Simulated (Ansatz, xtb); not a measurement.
**Two isomers of C3H11OPSi**

We compare X, `CC(C)O[SiH2]P`, a singlet, with Y, `CCO[Si@H](C)P`, a singlet. Both are isolated molecules in the gas phase, relaxed with PBE-D3(BJ)/def2-SVP, each in the lowest conformer that the search found.

Estimate E(Y) − E(X) at the level CCSD(T)/def2-SVP + ΔMP2/def2-TZVPP.

Calculated at CCSD(T)/def2-SVP + ΔMP2/def2-TZVPP: E(Y) − E(X) = −30.6 kJ/mol, so structure Y lies lower.

The same difference at several levels:

| level | geometry | E(Y) − E(X) (kJ/mol) | departure from the last row (kJ/mol) | job, with rough time for the two |
| --- | --- | --- | --- | --- |
| GFN2-xTB | GFN2-xTB | +33.4 | +64.0 | optimisation, 0.6 s |
| HF/STO-3G | GFN2-xTB | −33.7 | −3.1 | single point, 0.32 s |
| r2SCAN-D4/def2-SVP | GFN2-xTB | −33.4 | −2.8 | single point, 3.1 s |
| PBE-D3(BJ)/def2-SVP | PBE-D3(BJ)/def2-SVP | −29.4 | +1.1 | optimisation, 62 s |
| HF/def2-SVP | PBE-D3(BJ)/def2-SVP | −22.2 | +8.4 | part of the CCSD(T) run |
| MP2/def2-SVP | PBE-D3(BJ)/def2-SVP | −21.4 | +9.2 | part of the CCSD(T) run |
| CCSD(T)/def2-SVP | PBE-D3(BJ)/def2-SVP | −18.8 | +11.8 | single point |
| CCSD(T)/def2-SVP + ΔMP2/def2-TZVPP | PBE-D3(BJ)/def2-SVP | −30.6 |  | single point, 57 s |

As drawn, Y has 1 C–Si, 1 C–H in place of 1 C–C, 1 Si–H.

GFN2-xTB puts the two in the other order. The largest departure from CCSD(T)/def2-SVP + ΔMP2/def2-TZVPP is that of GFN2-xTB, 64.0 kJ/mol. A small imaginary or near-zero mode remains, so no thermal terms are given. The last row adds to CCSD(T) the change of the MP2 difference between the two basis sets, here −11.8 kJ/mol.

The correlated steps freeze 14 core orbitals. Codes used: Ansatz 0.2.0, xtb 6.7.1; the last row on 4 threads of Arm Neoverse V2 on a shared host.
